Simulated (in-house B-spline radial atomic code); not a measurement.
Configurations of Cd⁵⁺, with energies counted from [Kr] 4d7. Computed with a B-spline radial code for spherical atoms: scalar-relativistic (X2C) B97-1, spin-polarised, spherical fractional occupations, exact exchange averaged over the configuration, Fermi nucleus of rms radius 4.6087 fm. Shells without spins written out take the highest spin.

Occupations are held fixed; configurations that lie above the ionisation limit could autoionise.

| configuration | E - E(ref) (eV) | highest orbital | its <r> (bohr) |
| --- | --- | --- | --- |
| [Kr] 4d6 4f1 | 49.241 | 4f up | 1.904 |
| [Kr] 4d6 5f1 | 63.168 | 5f up | 3.961 |
| [Ar] 3d10 4s2 4p5 4d7 5p1 | 93.78 | 5p up | 2.193 |
| [Ar] 3d10 4s2 4p5 4d7 4f1 | 109.06 | 4f up | 1.866 |

**Question.** Order these further configurations by energy, lowest first.
A. [Ar] 3d10 4s2 4p5 4d7 5s1
B. [Ar] 3d10 4s2 4p5 4d8
C. [Kr] 4d6 5d1
D. [Kr] 4d6 5s1

**Answer.** D (22.805 eV), C (48.962 eV), B (59.548 eV), A (82.778 eV).
